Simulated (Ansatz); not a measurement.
Other settings, tried on TcO₃H.

```yaml
crystal:
  periodic: [false, false, false]
  atoms:
    - {symbol: Tc, position_ang: [0.030058, 0.052310, 0.021759]}
    - {symbol: O, position_ang: [-0.020454, -0.069050, 1.705091]}
    - {symbol: O, position_ang: [1.595325, -0.036296, -0.605114]}
    - {symbol: O, position_ang: [-0.853937, 1.359897, -0.577949]}
    - {symbol: H, position_ang: [-0.751002, -1.306860, -0.543797]}
basis:
  gaussian: {orbitals: def2-mTZVP, nuclear_model: gaussian}
hamiltonian: {xc: {name: revPBE0}, dispersion: d3bj}
scf: {lower_state_search: off}
output: {forces: true}
```

```sh
$ ansatz run in.yaml --threads 4 --pin off --events-out ev --progress --plain --max-ram 3916MiB
```

It prints (some lines left out):

```
Functional definition: revPBE0
  name "revPBE0"
  cite "Zhang & Yang, Phys. Rev. Lett. 80, 890 (1998) doi:10.1103/PhysRevLett.80.890"
  cite "Adamo & Barone, J. Chem. Phys. 110, 6158 (1999) doi:10.1063/1.478522"
  cite "Perdew, Burke & Ernzerhof, Phys. Rev. Lett. 77, 3865 (1996) doi:10.1103/PhysRevLett.77.3865"
  parameter a = 0.25
  parameter kappa = 1.245
  parameter beta = 0.06672455060314922
  exchange = (1 - a)*pbe_x(kappa = kappa, mu = beta*pi^2/3) + a*exact_x
  correlation = pbe_c(beta = beta)
these checks for a lower state are left out or cut short: stability, starts, cluster_reference, orbital_swaps, neighbouring_geometries, increment
889 factors; their error is unknown
mean field evaluation 1: about -8337.6115 eV, gradient 1.1e2 eV
mean field evaluation 2: about -8163.9216 eV, gradient 3.2e2 eV
mean field evaluation 4: about -8355.5939 eV, gradient 1.3e1 eV
mean field evaluation 8: about -8355.8962 eV, gradient 2.4e-1 eV
mean field evaluation 16: about -8355.9198 eV, gradient 1.7e-4 eV
mean field -8355.91976660 eV, -307.0743875769 hartree, gradient 6.2e-6 eV, S^2 0.000000; 0 other end points of the search recorded, 0 dependent functions left out
the calculation of the forces begins
reference -8355.91982643 eV, -307.0743897756 hartree; 20, 20 occupied and 88, 88 virtual orbitals, 889 factors
Total energy: -8356.16099379 eV, -307.0832525126 hartree
Atom 0 at     0.030058     0.052310     0.021759 Å, force     0.284546     0.495154     0.206083 eV/Å
Atom 1 at    -0.020454    -0.069050     1.705091 Å, force    -0.033952    -0.048891    -0.548335 eV/Å
Atom 2 at     1.595325    -0.036296    -0.605114 Å, force    -0.525982    -0.058834     0.155160 eV/Å
Atom 3 at    -0.853937     1.359897    -0.577949 Å, force     0.219884    -0.484012     0.146888 eV/Å
Atom 4 at    -0.751002    -1.306860    -0.543797 Å, force     0.055503     0.096584     0.040203 eV/Å
Dipole moment:    -0.127225    -0.221391    -0.092127 e Å
Checks for a lower state left out: stability, starts, cluster_reference, orbital_swaps, neighbouring_geometries, increment
```

Hardware: 4 threads of Arm Neoverse V1 on a shared host. Wall time 0.75 s.

In the def2 sets Tc takes a core potential; there is no spin–orbit coupling. The restricted singlet is unstable towards broken spin symmetry in Hartree–Fock (as tested in another run); at RKS revPBE0-D3(BJ)/def2-mTZVP this wasn't settled.
